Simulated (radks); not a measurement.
Spherical quantum dot in the effective-mass picture: electrons in a hard-walled sphere of radius 2.36, with a point charge +1 (a donor) at the centre, all in effective atomic units (hartree* = m*/eps^2 hartree, bohr* = eps/m* bohr), one dielectric constant everywhere. Calculated with a radial shooting solver with Libxc functionals: non-relativistic Kohn-Sham, LDA (Slater exchange, Perdew-Wang correlation), spin-polarised, spherical densities. Levels are named by radial order and angular momentum (1s, 1p, 1d, 2s, ...), and open shells are averaged over m.

N = 15, configuration 1s2 1p6 1d(up 5, down 2). This is the lowest configuration that the search found. Occupied and some empty levels:

level,occupation,eigenvalue (hartree*),<r> (bohr*)
1s up,1,8.5472,1.316
1s down,1,8.6136,1.306
1p up,3,9.2814,1.520
1p down,3,9.3604,1.517
1d up,5,10.260,1.616
1d down,2,10.342,1.616
2s up,0,10.813,1.062
2s down,0,10.852,1.068
1f up,0,11.505,1.684
1f down,0,11.589,1.684
2p up,0,12.911,1.224
2p down,0,12.961,1.223

Energy (hartree*): total 81.5657, kinetic 34.995, external -10.673, Hartree 66.339, exchange-correlation -9.0966.

Electron density:

r (bohr*),n(r) (e/bohr*^3)
0.181,0.2629
0.357,0.2306
0.534,0.2386
0.710,0.2795
0.887,0.3466
1.06,0.4277
1.24,0.5025
1.42,0.5406
1.59,0.5121
1.77,0.4045
1.95,0.2414
2.12,0.08705
2.30,0.005582
